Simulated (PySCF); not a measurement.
Telling isomers of C₁₀H₁₂O₂ apart by NMR

Non-relativistic, in vacuum, one conformer, equivalent nuclei averaged. GIAO PBE0/pcSseg-1 shieldings; couplings computed with B3LYP/pcJ-1 (spin–dipole term left out of most H,H and C,H couplings); coordinates at the PBE0-D3(BJ)/def2-SVP level; PySCF 2.14.0 with density-fitted response routines.

Scale: ¹H (31.27 ppm), ¹³C (184.41 ppm) vs TMS (reference shieldings calculated alike). Multiplet labels drop J under 1 Hz and among equivalent protons, and merge close values. Unscaled 3J(H,H) run several per cent high. Shifts are as computed. Against solution values, carbons near 30 ppm lie about +2 ppm off and those near 130 ppm about +5 ppm (rms about the fit 1.9 ppm; single classes can miss by 10 ppm). Of 1328 compounds with measured shifts, 309 miss one by over three times the rms of a fit or turn the order of signals round; such compounds aren't used in these exercises. Signals without a measured value on file couldn't be tested in this way; 1H shifts scatter by 0.2 ppm about their fit, and single ones miss by 0.5 ppm. Across acyclic CH2–CH2 and CH–CH2 bonds, 3J(H,H) assumes equally populated rotamers.

(1) Tabulate the signals of `CC(C)OC(=O)c1ccccc1`, `CCCOC(=O)c1ccccc1` and their relative energies.

(2) What is the quickest way to tell CC(C)OC(=O)c1ccccc1 from CCCOC(=O)c1ccccc1?

## Answers

(1) 
```json
{"SMILES": "CC(C)OC(=O)c1ccccc1", "carbon types": "2×C 6×CH 2×CH3", "δC": "168.6, 138.6, 136.3, 134.4, 133.3, 66.8, 22.7", "δH": "8.38 (m, 2H), 7.62 (m, 1H), 7.55 (m, 2H), 5.17 (sept, 1H), 1.35 (d, 6H)", "E rel. (kcal/mol)": "0.0"}
{"SMILES": "CCCOC(=O)c1ccccc1", "carbon types": "2×C 5×CH 2×CH2 1×CH3", "δC": "169.6, 138.7, 136.4, 134.2, 133.3, 67.4, 23.9, 11.0", "δH": "8.38 (m, 2H), 7.62 (m, 1H), 7.55 (m, 2H), 4.12 (t, 2H), 1.73 (sext, 2H), 0.96 (t, 3H)", "E rel. (kcal/mol)": "3.3"}
```

Energies are electronic energies at PBE0/pcSseg-1 on these geometries, without zero-point or thermal terms, each for the one conformer computed, which needn't be the lowest.

(2) Count the carbon signals: 7 against 8. The first has an sp3 CH bonded to O at 66.8 ppm, the second an sp3 CH2 bonded to O at 67.4 ppm. Their most deshielded carbons lie at 168.6 and 169.6 ppm.
